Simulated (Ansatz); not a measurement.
Start from `O[Si](O)(O)[SeH]` and change one atom or group to get `O[SiH2]N[Si](O)(O)O`.

Ansatz, PBE0-D4/def2-TZVP geometries, multiplicity 1. Each molecule was computed in one conformer, which needn't be the lowest.

Scalar relativity is left out up to krypton. Spin–orbit coupling is left out; it splits and shifts lone-pair levels of the heavy atoms by tenths of an eV.

```tsv
property	`O[Si](O)(O)[SeH]`
LUMO energy (B3LYP/def2-TZVPP) / eV	-0.17
HOMO–LUMO gap (B3LYP/def2-TZVPP) / eV	6.67
HOMO energy (PBE/def2-TZVPP) / eV	-5.90
LUMO energy (PBE0/def2-TZVPP) / eV	0.18
LUMO energy (PBE/def2-TZVPP) / eV	-0.70
HOMO energy (ωB97M-V/def2-TZVPP) / eV	-9.27
```

What does the change do to each property? (Best estimate.)

The calculation gave: 
| property | `O[SiH2]N[Si](O)(O)O` | shift |
| --- | --- | --- |
| LUMO energy (B3LYP/def2-TZVPP) / eV | -0.11 | 0.06 |
| HOMO–LUMO gap (B3LYP/def2-TZVPP) / eV | 7.49 | 0.82 |
| HOMO energy (PBE/def2-TZVPP) / eV | -6.39 | -0.49 |
| LUMO energy (PBE0/def2-TZVPP) / eV | 0.25 | 0.07 |
| LUMO energy (PBE/def2-TZVPP) / eV | -0.62 | 0.08 |
| HOMO energy (ωB97M-V/def2-TZVPP) / eV | -10.20 | -0.93 |

With PBE0 the HOMO falls by 0.75 eV and the LUMO rises by 0.07 eV, so the gap widens by about 0.82 eV. PBE moves the HOMO by -0.49 eV and ωB97M-V by -0.93 eV.

B3LYP here is the variant with VWN-RPA as its local correlation; programs differ in this.
